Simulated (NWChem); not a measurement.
Species: C₃H₃F₃; SMILES C=C(F)C(F)F

```xyz
9

C     -1.3243    -1.1926    -0.3933
C     -0.1527    -0.7403     0.0282
F      0.9063    -1.5497     0.2342
C      0.1950     0.6822     0.3675
F     -0.8956     1.4805     0.2023
F      1.1845     1.1212    -0.4667
H     -2.1475    -0.5048    -0.5358
H     -1.4737    -2.2453    -0.6043
H      0.5575     0.7871     1.3968
```
Atoms are numbered in this order, from 1.

Computed with NWChem. Geometry: optimised at B3LYP/6-31G* (spherical d). B3LYP is NWChem's, with the RPA form of VWN correlation.

For level B3LYP/def2-SVP:

highest occupied level (eV): -7.85
orbital gap (eV): 7.33
dipole (D): 1.54

### Question
What are these values for level PBE/def2-SVP?

### Answer
The highest occupied level (eV) comes out as -6.75 and the orbital gap (eV) is 5.47. The dipole (D) comes out as 1.37.
